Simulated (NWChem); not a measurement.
Everything below was run with NWChem. System: HO₂, charge 0, spin multiplicity 2, at a geometry optimised with UB3LYP/def2-SVP. The structure started from a generated list of species. Its SCF solution wasn't tested for a lower state. Level: UB2PLYP/cc-pVTZ, 2 core orbitals frozen.

The NWChem input:

```
start mol
memory heap 200 mb stack 900 mb global 1100 mb
geometry units angstroms nocenter noautoz
  O      0.503259    -0.338228     0.000000
  O     -0.652279     0.293189     0.000000
  H      1.192162     0.360315     0.000000
  symmetry group Cs
end
basis spherical
  * library cc-pvtz
end
dft
  xc hfexch 0.53 becke88 0.47 lyp 0.73 mp2 0.27
  dftmp2
  odft
  mult 2
  semidirect memsize 60000000 filesize 0
  iterations 100
end
mp2
  freeze core 2
end
task dft energy
```

NWChem printed:

```
             Northwest Computational Chemistry Package (NWChem) 7.3.0
             --------------------------------------------------------

                                NWChem Input Module
                                -------------------

 Scaling coordinates for geometry "geometry" by  1.889725989
 (inverse scale =  0.529177249)

 Turning off AUTOSYM since
 SYMMETRY directive was detected!

                             Geometry "geometry" -> ""
                             -------------------------

 Output coordinates in angstroms (scale by  1.889725989 to convert to a.u.)

  No.       Tag          Charge          X              Y              Z
 ---- ---------------- ---------- -------------- -------------- --------------
    1 O                    8.0000     0.50325900    -0.33822800     0.00000000
    2 O                    8.0000    -0.65227900     0.29318900     0.00000000
    3 H                    1.0000     1.19216200     0.36031500     0.00000000

 Effective nuclear repulsion energy (a.u.)      32.3281791277

            Nuclear Dipole moment (a.u.)
            ----------------------------
        X                 Y               Z
 ---------------- ---------------- ----------------
     0.0000037795     0.0000056692     0.0000000000

      Symmetry information
      --------------------

 Group name             Cs
 Group number              2
 Group order               2
 No. of unique centers     3

      Symmetry unique atoms

     1    2    3


 Summary of "ao basis" -> "" (spherical)
 ------------------------------------------------------------------------------
       Tag                 Description            Shells   Functions and Types
 ---------------- ------------------------------  ------  ---------------------
 *                          cc-pvtz                   on all atoms

  dft_input: which_mp2 not specified, using semidirect MP2 by default.

                                 NWChem DFT Module
                                 -----------------

 Summary of "ao basis" -> "ao basis" (spherical)
 ------------------------------------------------------------------------------
[...]
     2   0 2 0     -8.468979     -7.614772     -7.041757      6.187550
     2   0 1 1      0.000000     -0.000000      0.000000      0.000000
     2   0 0 2     -8.041350     -4.476267     -3.565083      0.000000

                   NWChem MP2 Semi-direct Energy/Gradient Module
                   ---------------------------------------------

  Basis functions       =     74
  Molecular orbitals    =     74
  Frozen core           =      2
  Frozen virtuals       =      0
  Active alpha occupied =      7
  Active beta occupied  =      6
  Active alpha virtual  =     65
  Active beta virtual   =     66
  Use MO symmetry       = T
  Use skeleton AO sym   = T

  AO/Fock/Back tols     =   1.0D-09  1.0D-09  1.0D-09

 GA uses MA = F    GA memory limited = T

 Available:
  local mem=  4.43D+07
 global mem=  1.44D+08
 local disk=  0.00D+00
  mp2_memr nvloc                    65
  nvloc new                    65
   1 passes of   7:        4194304                      33911                   4302367.
   1 passes of   7: M     44323583           G      144168248           F      40129279.

 Semi-direct pass number   1 of   1  for UHF alpha       at        2.3s
  vrange nnbf                  2775
  mp2_eaftype                    16  avail_ma_in_mb                   386
 EAF : mp2_eaftype filesize          16    2151183.
  mp2_eaf for mointskh                     16
Node 0 wrote     10.1 Mb in      0.0 s     Agg I/O rate:  1831.0 Mb/s
 Done moints_semi at        3.2s
  mp2_eaftype                    16  avail_ma_in_mb                   386
 EAF : mp2_eaftype filesize          16    2151183.
  mp2_eaf for kh                    16
 Done maket at        3.3s
 Done multipass loop at        3.3s

 GA uses MA = F    GA memory limited = T

 Available:
  local mem=  4.43D+07
 global mem=  1.44D+08
 local disk=  0.00D+00
  mp2_memr nvloc                    66
  nvloc new                    66
   1 passes of   6:        4194304                      30963                   3745702.
   1 passes of   6: M     44323583           G      144168248           F      40129279.

 Semi-direct pass number   1 of   1  for UHF beta        at        3.3s
  vrange nnbf                  2775
  mp2_eaftype                    14  avail_ma_in_mb                   386
 EAF : mp2_eaftype filesize          14    1872851.
  mp2_eaf for mointskh                     14
Node 0 wrote      8.8 Mb in      0.0 s     Agg I/O rate:  1744.6 Mb/s
 Done moints_semi at        4.3s
  mp2_eaftype                    14  avail_ma_in_mb                   386
 EAF : mp2_eaftype filesize          14    1872851.
  mp2_eaf for kh                    14
 Done maket at        4.4s
 Done multipass loop at        4.4s

          -------------------------------------------
          DFT energy                    -150.722732657449
          Unscaled MP2 energy             -0.546468837234
          Total DFT+MP2 energy          -150.870279243502
          -------------------------------------------

 -----------------------
 Performance information
 -----------------------

 Timer overhead =  1.26D-07 seconds/call

               Nr. of calls         CPU time (s)                 Wall time (s)                GFlops
             ---------------    -------------------     ------------------------------   -------------------
Name         Min   Avg   Max    Min     Avg     Max     Min     Avg     Max   Mx/calls   Min     Max     Sum
mp2: moin     2     2     2    1.9     1.9     1.9      1.9     1.9     1.9    0.97      0.0     0.0     0.0
mp2: make     2     2     2   0.14    0.14    0.14     0.14    0.14    0.14    7.13E-2   0.0     0.0     0.0
mp2: tota     1     1     1    2.1     2.1     2.1      2.1     2.1     2.1     2.1      0.0     0.0     0.0

 The average no. of pstat calls per process was 5.00D+00
 with a timing overhead of 6.28D-07s

 Task  times  cpu:        4.4s     wall:        4.4s

 Total times  cpu:        4.4s     wall:        4.4s
```
